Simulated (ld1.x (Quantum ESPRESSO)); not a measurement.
# Before and after: TM potential for Os (Z = 76)

```
Element                 : osmium
Generator               : ld1.x (Quantum ESPRESSO) 7.5
Type                    : norm-conserving Troullier–Martins (Kleinman–Bylander form)
Functional              : LDA (PZ)
Relativity              : scalar-relativistic
Frozen core             : [Xe] 4f14
Valence charge          : 8
Reference configuration : 5d6 6s1.5 6p0 (charge +0.5)
Partial waves           : 6s (bound): rc 2.55 bohr; 6p (bound, empty): rc 2.60 bohr; 5f channel at 0.05 Ry: rc 2.75 bohr; 5d (bound): rc 2.40 bohr
Local potential         : the d channel
Core correction         : none
```

Change: all radii scaled by about 1.32 (s 3.36, p 3.42, d 3.16, f 3.62 bohr).

Cutoffs: the cutoffs (Ry, on a coarse ladder) from which the occupation-weighted sum of valence levels, in a spherical-Bessel basis at the reference potential, stays within 10 and 1 mRy of its value at 400 Ry; they do not see the model core or the augmentation charge, which bear on the density cutoff. Errors are all-electron minus pseudo energies relative to the spin-unpolarised reference configuration.

**Question.** Predict the effect on cutoff, ghosts and configuration errors.

**Answer.** The potential gets softer (35 Ry and 40 Ry → 25 Ry and 30 Ry); the bound ghosts move from p, s to s; the number of tests that count goes from 8 to 9; of the 8 tests that both files solve, the error grows in 5 and shrinks in 1 by more than 15 % and 0.3 meV (median size 6.4 → 33.7 meV). A larger radius leaves more room for a smooth pseudo-wave, so fewer plane waves are needed.

```tsv
quantity	base	changed
cutoff, loose	35 Ry	25 Ry
cutoff, tight	40 Ry	30 Ry
loose cutoff by channel (10 mRy a level)	s 6 Ry, d 30 Ry	s 10 Ry, d 21 Ry
bound ghosts	s, p	s
tests counted (converged, no solver errors)	8 of 9	9 of 9
error for 5d6 6s2 6p0, meV [ΔE -4.05 eV]	+2.1	+0.7
error for 5d6 6s1 6p0, meV [ΔE 5.82 eV]	-0.7	-3.9
error for 5d6 6s0 6p0, meV [ΔE 23.10 eV]	+11	-35
error for 5d6 6s0 6p2, meV [ΔE 6.59 eV]	-2.2	-32
error for 5d7 6s0 6p0, meV [ΔE 5.35 eV]	-40	+76
error for 5d6 6s1 6p1, meV [ΔE 1.10 eV]	-0.1	-4.8
error for 5d6 6s1.5 6p0 (spin-polarised), meV [ΔE -2.41 eV]	+1863	+1761
error for 5d6 6s2 6p0 (spin-polarised), meV [ΔE -6.07 eV]	+1757	+1615
```

Base: Tests not counted: 5d5 6s2 6p1 (solver errors, printed error -2.1 eV). These tests converged, but a pseudo level misses the all-electron one widely, so the file describes the atom poorly there or has found another state: 5d6 6s0 6p0: empty 6p by 2.5 eV (a node warning on the way). A true bound ghost makes a file unfit for plane-wave use even where its test errors are small: the radial tests pick states by their node count and pass the ghost by. Where a test does run into it, the solver fails or the error is huge.
